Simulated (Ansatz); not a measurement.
`[CH3][Al]([OH])[Br]` + H–F → `[OH][Al]([F])[Br]` + CH₄  (ligand exchange at the Al–C bond)

Isolated molecules relaxed with PBE0-D4/def2-TZVP in Ansatz; ΔE leaves out vibrations. CBS: MP2 limit from def2 TZ/QZ plus the TZ coupled-cluster correction, frozen cores. This one scheme is used for every species. Functionals use def2-TZVPP. B3LYP here is the variant with VWN-RPA as its local correlation; programs differ in this. HSE06 is defined as in plane-wave codes. For Br outer-core shells are correlated without core-valence functions, which leaves a few kJ/mol of doubt a bond. Scalar relativity is left out up to krypton. Each species was taken in one conformer, which may not be the lowest.

`[CH3][Al]([OH])[Br]`:

```xyz
8

C    -0.174   -0.866   -0.964
Al   -0.019    0.526    0.364
O     0.881    0.284    1.773
Br   -1.032    2.534    0.090
H     0.208   -0.525   -1.930
H     0.379   -1.760   -0.668
H    -1.221   -1.142   -1.116
H     0.979    0.950    2.451
```

H–F:

Cartesian coordinates in Å:
```
F 0.405 -0.042 0.215
H -0.405 0.042 -0.215
```

`[OH][Al]([F])[Br]`:

Cartesian coordinates in Å:
```
O 1.188 -0.497 -0.294
Al -0.364 0.132 -0.233
F -1.162 0.362 -1.641
Br -1.381 0.664 1.683
H 1.719 -0.661 0.484
```

CH₄:

Z-matrix (Å, degrees):
```
C
H 1 1.090
H 1 1.090 2 109.5
H 1 1.090 2 109.5 3 -120.0
H 1 1.090 2 109.5 3 120.0
```

Q: Is it downhill or uphill in electronic energy at CCSD(T)/CBS, and by how much? (Estimate.)

A: Ansatz gave: Downhill: ΔE = -172.3 kJ/mol.

Q: What do these levels give: PBE-D4, ωB97M-V, PBE, PBE0, B3LYP, r2SCAN0, HSE06, CCSD(T)/def2-SVP, MP2/def2-TZVPP, CCSD(T)/def2-TZVPP, MP2/def2-QZVPP, SCS-MP2/def2-QZVPP? (Estimate.)

A: Ansatz gave: PBE-D4 -162.7, ωB97M-V -171.1, PBE -165.2, PBE0 -166.5, B3LYP -180.6, r2SCAN0 -175.8, HSE06 -166.0, CCSD(T)/def2-SVP -183.7, MP2/def2-TZVPP -173.9, CCSD(T)/def2-TZVPP -172.8, MP2/def2-QZVPP -174.4, SCS-MP2/def2-QZVPP -179.4 kJ/mol.

Q: What do rigid-rotor, harmonic-oscillator terms from PBE0-D4/def2-TZVP frequencies (298.15 K, 1 bar) make of the CCSD(T)/CBS value? (An estimate is asked.)

A: Computed: ΔZPE = +5.6 kJ/mol, ΔH = -168.8 kJ/mol, ΔS = -16 J/(mol·K), ΔG = -164.1 kJ/mol. Modes under 50 cm⁻¹ make the entropy rough.

Largest T1 diagnostic among the species: 0.010.

Leaving LDA and LC-ωPBE aside and taking each functional with its dispersion term where it has one, the values, not all of them listed here, spread over 18.2 kJ/mol, from BHLYP-D4 to PBE-D4. LDA lies +6.8 kJ/mol from PBE without D4. From BLYP to BHLYP (50 % exact exchange), in def2-TZVPP and without D4, ΔE moves by −4.0 kJ/mol.
